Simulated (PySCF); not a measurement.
Computed shifts of a molecule C4H9Cl, PySCF with HF/pcSseg-1, GIAO, gas phase, atoms alike by connectivity averaged where their shifts nearly agree, in ppm (number of nuclei): ¹³C: 51.9 (1), 36.9 (1), 23.6 (1), 18.9 (1). ¹H: 4.06 (1), 3.73 (1), 2.29 (1), 1.87 (1), 1.78 (1), 1.59 (3), 1.39 (1). References: ¹³C against TMS (σ = 192.6 ppm); ³⁵Cl against HCl (σ = 958.2 ppm); ¹H against TMS (σ = 31.99 ppm), references at their B3LYP-D3(BJ)/def2-TZVP geometries, non-relativistic (without spin–orbit terms, shifts of atoms bonded to Cl or Br come out too high). Geometry: PBE-D3(BJ)/def2-SVP. The values are those of a single conformer.

Identify the compound among the candidates.
(A) CC(C)(C)Cl
(B) CC[C@H](C)Cl
(C) CC(C)CCl
(D) CCCCCl

D, CCCCCl
